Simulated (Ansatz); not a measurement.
Consider the redistribution: `C[SiH2]NPS` + `[AlH2][BH]O[SiH3]` → `C[SiH2]N[PH][AlH2]` + `[SiH3]OBS`.

Calculated with Ansatz (gas phase, PBE0-D4/def2-TZVP geometries, no zero-point term in ΔE). CCSD(T)/CBS is the MP2 limit (def2-TZVPP, def2-QZVPP) plus CCSD(T) − MP2 in def2-TZVPP, frozen cores. Functionals use def2-TZVPP. One conformer a species, not always the lowest.

**Question.** Is it downhill or uphill in electronic energy at CCSD(T)/CBS, and by how much? (An estimate is asked.)

**Answer.** The calculation gave: Downhill: ΔE = -119.0 kJ/mol.

**Question.** What do these levels give: revPBE-D4, BLYP-D4, r2SCAN-D4, PBE-QIDH, CCSD/def2-SVP, CCSD(T)/def2-TZVPP? (An estimate is asked.)

**Answer.** Computed: revPBE-D4 -115.2, BLYP-D4 -114.4, r2SCAN-D4 -126.6, PBE-QIDH -125.5, CCSD/def2-SVP -133.7, CCSD(T)/def2-TZVPP -121.8 kJ/mol.

Largest T1 diagnostic among the species: 0.013.

From PBE to PBE0 (25 % exact exchange), in def2-TZVPP and without D4, ΔE moves by −3.1 kJ/mol. Leaving LDA and LC-ωPBE aside and taking each functional with its dispersion term where it has one, the values, not all of them listed here, spread over 15.8 kJ/mol, from B97M-V to BLYP-D4. LDA lies −6.9 kJ/mol from PBE without D4.
